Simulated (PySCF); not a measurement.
Geometry (Å), atoms numbered from 1 in this order:
```xyz
26

Si    1.0509    0.1966   -1.7688
C     1.9991    0.3728   -3.3552
S     0.4298    2.1715   -1.2026
Si   -0.6480    1.8624    0.6286
C    -1.2307    3.5339    1.1880
S     0.6098    1.0903    2.1874
Si    1.2208   -0.8308    1.4463
C     2.3194   -1.5755    2.7446
S     2.4021   -0.6656   -0.3401
S    -0.4424   -2.1691    1.2079
Si   -1.6412   -1.2285   -0.3064
C    -3.1083   -2.3329   -0.5828
S    -0.6201   -1.0848   -2.1898
S    -2.4093    0.6714    0.3361
H     1.3595    0.8339   -4.1229
H     2.8823    1.0090   -3.1951
H     2.3282   -0.6158   -3.7094
H    -1.8062    3.4363    2.1207
H    -1.8747    3.9803    0.4151
H    -0.3692    4.1953    1.3631
H     2.6834   -2.5582    2.4090
H     3.1816   -0.9175    2.9316
H     1.7560   -1.7037    3.6813
H    -3.7659   -1.8955   -1.3490
H    -3.6757   -2.4454    0.3533
H    -2.7727   -3.3247   -0.9213
```

One computed conformer, non-relativistic, no solvent, rapidly exchanging positions averaged. Structure optimised with PBE0-D3(BJ)/def2-SVP; shielding tensors at PBE0/pcSseg-1 (GIAO); PySCF 2.14.

References, each an isolated molecule treated in the same way: TMS for ¹³C (σref 184.41) and ¹H (σref 31.27) and ²⁹Si (σref 351.99); ³³S (σref 495.66) vs CS2.

```csv
atoms,nucleus,count,Hirshfeld charge,δ (ppm)
H15/H16/H17/H18/H19/H20/H21/H22/H23/H24/H25/H26,¹H,12,0.05,0.78
S3/S6/S9/S10/S13/S14,³³S,6,-0.16,-107
C2/C5/C8/C12,¹³C,4,-0.21,?
Si1/Si4/Si7/Si11,²⁹Si,4,0.29,?
```

Fill in the missing shifts.

## Answers


- C2/C5/C8/C12: 11.4 ppm, carbon bonded to Si, 3 H
- Si1/Si4/Si7/Si11: 31.0 ppm, silicon bonded to C, 3 S

Shifts are as computed. Against solution values, carbons near 30 ppm lie about +2 ppm off and those near 130 ppm about +5 ppm. Of 1309 compounds with measured shifts, 239 miss one by over three times the rms of a fit or turn the order of signals round; such compounds aren't used in these exercises.
